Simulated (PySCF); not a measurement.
# Bonding in `C=CC#C[SiH-]NC`

C₅H₈NSi (charge -1).
SMILES with atom numbers: `[CH2:1]=[CH:2][C:3]#[C:4][SiH-:5][NH:6][CH3:7]` (hydrogens: H8, H9 on C1; H10 on C2; H11 on Si5; H12 on N6; H13, H14, H15 on C7)

Geometry (GFN2-xTB, Å), atoms numbered from 1 in this order:
```xyz
15
C5H8NSi angstrom
C     -1.266   -2.918   -1.336
C     -1.854   -1.697   -1.378
C     -1.331   -0.514   -0.885
C     -0.845    0.587   -0.619
Si    -0.439    1.994    0.470
N      1.298    2.124    0.780
C      1.894    1.056    1.513
H     -0.297   -3.064   -0.884
H     -1.741   -3.792   -1.758
H     -2.838   -1.617   -1.848
H     -0.605    3.221   -0.373
H      1.862    2.341   -0.037
H      1.944    0.099    0.961
H      2.920    1.308    1.826
H      1.295    0.878    2.409
```

Bond orders from the PBE0/pcSseg-1 density (PySCF). The structure is a single GFN2-xTB conformer in the gas phase; no vibrational or solvent corrections. The pcSseg-1 basis has no diffuse functions, a weakness for an anion. The HOMO energy is positive at this level (+0.11 eV), so the outermost electrons may be held by the finite basis alone.

Task: How far do the computed orders between heavy atoms stray from the drawn ones?

Result: The largest departure is 0.585, at C3–C4 (drawn triple, 2.415). Drawn single, order above 1.12: C2–C3 (1.221). Drawn double or triple, more than 0.30 short of the drawn order: C3–C4 (2.415). The SMILES, with its formal charges, is one Lewis structure only.

Task: Give the Mayer order of every bond, beside its length.

Result: 
```json
{"bond": "C1–C2", "drawn as": "double", "length (Å)": "1.356", "Mayer order": "1.776"}
{"bond": "C2–C3", "drawn as": "single", "length (Å)": "1.384", "Mayer order": "1.221"}
{"bond": "C3–C4", "drawn as": "triple", "length (Å)": "1.233", "Mayer order": "2.415"}
{"bond": "C4–Si5", "drawn as": "single", "length (Å)": "1.825", "Mayer order": "1.041"}
{"bond": "Si5–N6", "drawn as": "single", "length (Å)": "1.769", "Mayer order": "0.899"}
{"bond": "N6–C7", "drawn as": "single", "length (Å)": "1.426", "Mayer order": "1.019"}
{"bond": "C1–H8", "drawn as": "single", "length (Å)": "1.079", "Mayer order": "0.962"}
{"bond": "C1–H9", "drawn as": "single", "length (Å)": "1.081", "Mayer order": "0.959"}
{"bond": "C2–H10", "drawn as": "single", "length (Å)": "1.093", "Mayer order": "0.942"}
{"bond": "Si5–H11", "drawn as": "single", "length (Å)": "1.497", "Mayer order": "0.866"}
{"bond": "N6–H12", "drawn as": "single", "length (Å)": "1.017", "Mayer order": "0.939"}
{"bond": "C7–H13", "drawn as": "single", "length (Å)": "1.106", "Mayer order": "0.955"}
{"bond": "C7–H14", "drawn as": "single", "length (Å)": "1.102", "Mayer order": "0.969"}
{"bond": "C7–H15", "drawn as": "single", "length (Å)": "1.092", "Mayer order": "0.958"}
```

Bonds between the same two heavy elements. C–C: lowest C2–C3 (1.221, 1.384 Å), highest C3–C4 (2.415, 1.233 Å).

Task: Sum the orders of all bonds at each heavy atom with more than one neighbour and set the sums beside the valence in the SMILES.

Result: C1 3.697 (drawn 4), C2 3.939 (drawn 4), C3 3.636 (drawn 4), C4 3.456 (drawn 4), Si5 2.806 (drawn 3), N6 2.857 (drawn 3), C7 3.901 (drawn 4). Orders between atoms that aren't bonded are not in these sums.

Mayer orders depend on the basis set.

These values come from a run that also computed NMR shieldings. Hardware: Intel Xeon, one thread (shared host). Cost: 34 s, 0.82 GiB resident at most.
